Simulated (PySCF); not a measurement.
# Electronic absorption of isobutyl acetate

Compound: isobutyl acetate, C₆H₁₂O₂.
Atom-mapped SMILES: `[CH3:1][C:2](=[O:3])[O:4][CH2:5][CH:6]([CH3:7])[CH3:8]` (hydrogens: H9, H10, H11 on C1; H12, H13 on C5; H14 on C6; H15, H16, H17 on C7; H18, H19, H20 on C8)

Structure used (GFN2-xTB), in Å, numbered top down from 1:
```xyz
20
C6H12O2 angstrom
C      3.272   -0.099    0.141
C      1.909   -0.713   -0.047
O      1.547   -1.756    0.430
O      1.147    0.060   -0.827
C     -0.190   -0.376   -1.069
C     -1.132    0.007    0.077
C     -1.196    1.525    0.228
C     -2.518   -0.577   -0.179
H      3.171    0.834    0.690
H      3.907   -0.784    0.694
H      3.710    0.123   -0.828
H     -0.189   -1.463   -1.203
H     -0.489    0.114   -1.997
H     -0.728   -0.428    0.997
H     -0.198    1.937    0.358
H     -1.798    1.795    1.092
H     -1.640    1.974   -0.658
H     -2.930   -0.187   -1.107
H     -2.472   -1.661   -0.248
H     -3.190   -0.313    0.634
```

The calculation used TDDFT PBE0/def2-SVPD, vertical, gas phase, core orbitals frozen in the response (PySCF). GFN2-xTB frequencies show an imaginary mode (34i cm⁻¹), so this geometry is no minimum at that level.

Question: List the vertical singlet excitations with oscillator strengths and describe the spectrum.

Answer: 

```json
{"state": "S1", "E (eV)": "5.95", "E (kJ/mol)": "574", "λ (nm)": "208.3", "f": "0.0011", "|μ| (D)": "0.22", "main configurations (H = HOMO, L = LUMO)": "H→L (94%)"}
{"state": "S2", "E (eV)": "7.52", "E (kJ/mol)": "726", "λ (nm)": "164.8", "f": "0.014", "|μ| (D)": "0.71", "main configurations (H = HOMO, L = LUMO)": "H→L+1 (87%)"}
{"state": "S3", "E (eV)": "7.77", "E (kJ/mol)": "750", "λ (nm)": "159.5", "f": "0.125", "|μ| (D)": "2.06", "main configurations (H = HOMO, L = LUMO)": "H-1→L (89%)"}
{"state": "S4", "E (eV)": "8.09", "E (kJ/mol)": "781", "λ (nm)": "153.2", "f": "0.015", "|μ| (D)": "0.70", "main configurations (H = HOMO, L = LUMO)": "H-1→L+1 (90%)"}
{"state": "S5", "E (eV)": "8.15", "E (kJ/mol)": "787", "λ (nm)": "152.1", "f": "0.0033", "|μ| (D)": "0.33", "main configurations (H = HOMO, L = LUMO)": "H→L+2 (84%)"}
{"state": "S6", "E (eV)": "8.27", "E (kJ/mol)": "798", "λ (nm)": "150.0", "f": "0.0011", "|μ| (D)": "0.18", "main configurations (H = HOMO, L = LUMO)": "H-2→L (65%), H-5→L (13%), H-3→L (12%)"}
```

Triplets (Tamm–Dancoff): T1 5.40 eV, H→L (94%); T2 6.12 eV, H-1→L (71%), H-4→L (18%).

The lowest singlet comes at 208 nm (574 kJ/mol) in the ultraviolet; it is very weak; its leading configuration is HOMO→LUMO (94%). The most intense listed level is S3 at 7.77 eV (160 nm, f = 0.125), 1.82 eV above S1. S1 has the pattern of n→π* at C=O. The listed states span 2.31 eV, and the widest gap between neighbours is 1.57 eV (S1 to S2). Weighted by f, the mean energy of these states is 7.78 eV. Orbital energies (eV): HOMO-3 -9.55, HOMO-2 -9.32, HOMO-1 -8.55, HOMO -8.00, LUMO 0.29, LUMO+1 0.63, LUMO+2 1.02. Only the lowest 6 singlets were computed, as vertical energies without vibronic structure.

One conformer stands for the species.
